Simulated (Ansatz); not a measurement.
Geometry optimisation, RKS PBE0/def2-SVP in Ansatz 0.2.0.

input.yaml

```yaml
crystal:
  periodic: [false, false, false]
  atoms:
    - { symbol: Ga, position_ang: [-0.046158, -0.228132, -0.001279] }
    - { symbol: O, position_ang: [-0.009035, -0.281053, 1.785251] }
    - { symbol: H, position_ang: [-0.885911, -0.397771, 2.169694] }
    - { symbol: Cl, position_ang: [1.786706, -0.406918, -1.048355] }
    - { symbol: Cl, position_ang: [-1.928115, -0.188419, -0.996218] }
    - { symbol: F, position_ang: [0.410271, 2.429754, 1.038519] }
    - { symbol: H, position_ang: [0.472341, 1.868239, 1.772687] }
basis:
  gaussian: { orbitals: def2-SVP }
hamiltonian:
  xc: pbe0
relax:
  f_tol: 0.03
  max_steps: 50
```

Command:

```bash
$ ansatz run input.yaml --threads 2 --pin off --max-ram 3072MiB --backend cpu --events-out ev --progress --plain --runs-dir out
```

Question: Where does it end, and by what steps?

Answer: The run converged. After 19 steps the energy has fallen by 1.044 eV; H7 moved furthest, 1.14 Å. Parted: F6–H7 (0.93 → 2.34 Å). Joined: Ga1–F6 (2.89 → 1.76 Å), O2–H7 (2.20 → 0.97 Å).

```tsv
step	energy less start (eV)	largest force component (eV/Å)	accepted
0	0.0000	0.331	yes
1	-0.1326	0.450	yes
2	-0.2930	0.662	yes
3	-0.3139	0.892	yes
4	-0.3554	0.418	yes
5	-0.3707	0.220	yes
6	-0.3772	0.175	yes
7	-0.3830	0.231	yes
8	-0.3929	0.396	yes
9	-0.4114	2.008	yes
10	-0.5883	1.332	yes
11	-0.6933	4.400	yes
12	-0.9727	0.560	yes
13	-0.9447	1.457	no
14	-1.0177	0.327	yes
15	-1.0306	0.449	yes
16	-1.0397	0.123	yes
17	-1.0381	0.233	no
18	-1.0429	0.073	yes
19	-1.0437	0.029	yes
```

```xyz
7
Properties=species:S:1:pos:R:3
Ga 0.149 0.512 -0.153
O 0.032 0.034 1.856
H -0.859 -0.281 2.071
Cl 1.838 -0.499 -0.972
Cl -1.850 -0.068 -0.695
F 0.361 2.193 0.334
H 0.130 0.904 2.279
```

Whether the end is a true minimum wasn't checked by a vibrational analysis.

Time of the run: 69 s on 2 threads of Arm Neoverse V1 (shared host), peak memory 0.26 GiB.
